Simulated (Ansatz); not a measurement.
Cost and result for the atomization energy of CH3BO2S, SMILES `OB1OC1S` (8 atoms, 8 bonds).

Charge 0, multiplicity 1. Geometry: relaxed with PBE0-D4/def2-TZVP. It is one conformer, not always the lowest. Program: Ansatz. All runs use 2 threads of an Intel Xeon Platinum 8488C on a shared host. Times are those of one run each, without the atoms' runs, and a repeat can differ threefold. Electronic energies, without spin–orbit coupling; frozen cores. CCSD(T)/CBS adds CCSD(T) − MP2 in def2-TZVPP to the MP2 limit, and its time is that of the two runs behind it. T1 = 0.014. HSE06 is the plane-wave form, built on full-range PBE exchange.

CCSD(T)/CBS is a level of theory with its own doubt, some kJ/mol a heavy atom from the limit and from the frozen cores, so smaller differences don't rank the functionals.

```
                             level  functions  wall time  atomization (kcal/mol)  difference from CCSD(T)/CBS  per bond
            LDA (SPW92)/def2-TZVPP        208      1.1 s                   915.9                        145.8      18.2
                BLYP-D4/def2-TZVPP        208      1.8 s                   776.7                          6.6       0.8
   PBE-D4/def2-TZVPP (with forces)        208        2 s                   803.2                         33.1       4.1
               HSE06-D4/def2-TZVPP        208      2.7 s                   778.3                          8.2       1.0
           CAM-B3LYP-D4/def2-TZVPP        208      2.8 s                   774.4                          4.3       0.5
                  CCSD(T)/def2-SVP         89      2.9 s                   725.8                        -44.3      -5.5
r2SCAN-D4/def2-TZVPP (with forces)        208      3.4 s                   780.5                         10.4       1.3
             r2SCANh-D4/def2-TZVPP        208      3.5 s                   771.7                          1.6       0.2
                 B97M-V/def2-TZVPP        208        6 s                   778.2                          8.1       1.0
  ωB97M-V/def2-TZVPP (with forces)        208        8 s                   778.1                          8.0       1.0
                    MP2/def2-QZVPP        388       16 s                   789.7                         19.6       2.4
                CCSD(T)/def2-TZVPP        208       61 s                   746.8                        -23.3      -2.9
                 CCSD(T)/CBS(def2)          –       76 s                   770.1                          0.0       0.0
```

From r2SCAN to r2SCAN0 (25 % exact exchange), in def2-TZVPP and without D4, the atomization energy moves by −21.6 kcal/mol: exact exchange takes away binding that semilocal exchange gives to molecules. At CCSD(T), def2-SVP lies −44.3 kcal/mol from the extrapolated value and def2-TZVPP −23.3 kcal/mol: correlation converges slowly with the basis, and small sets miss more of it in the bonded molecule than in its fragments. In def2-TZVPP, CCSD(T) changes the Hartree–Fock value by +218.0 kcal/mol (the triples alone add +16.9 kcal/mol) and MP2 by +247.0 kcal/mol; breaking electron pairs costs correlation energy, which Hartree–Fock lacks.
